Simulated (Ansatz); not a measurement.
The cluster Li₅Te₃. Charge 0, multiplicity 2. Geometry PBE-D4/def2-SVP, basis def2-TZVP, Ansatz.

```xyz
8

Li   -0.481    1.141    1.513
Li    0.467    4.141   -0.773
Li   -0.032    0.450   -1.908
Li   -1.193   -3.242    0.501
Li    1.125   -1.009    0.352
Te    1.338    1.921   -0.215
Te   -0.362   -2.086   -1.640
Te   -0.861   -1.315    2.169
```

```csv
run,HOMO (eV),LUMO (eV)
A,-3.83,-3.30
B,-4.05,-3.42
C,-5.01,-2.79
D,-4.30,-3.28
E,-6.12,-0.44
F,-4.63,-3.13
```

In the def2 sets Te takes a core potential; there is no spin–orbit coupling. HSE06 is defined as in plane-wave codes, on full-range PBE exchange. Another isomer (doublet) lies 0.86 eV lower at PBE0-D4/def2-TZVP; other spin states weren't run for this one.

HOMO and LUMO are taken over both spins.

Problem. The runs used BLYP, HF, HSE06, PBE, PBE0, r2SCAN. Estimate which is which.

Solution. A BLYP (0 % exact exchange); B PBE (0 % exact exchange); C PBE0 (25 % exact exchange); D r2SCAN (0 % exact exchange); E HF (100 % exact exchange); F HSE06 (range-separated). Exact exchange lowers occupied and raises empty levels; among semilocal functionals meta-GGAs tend to open the gap a little, and such runs are hard to tell apart. The gap grows from 0.53 eV (BLYP) to 5.69 eV (HF).
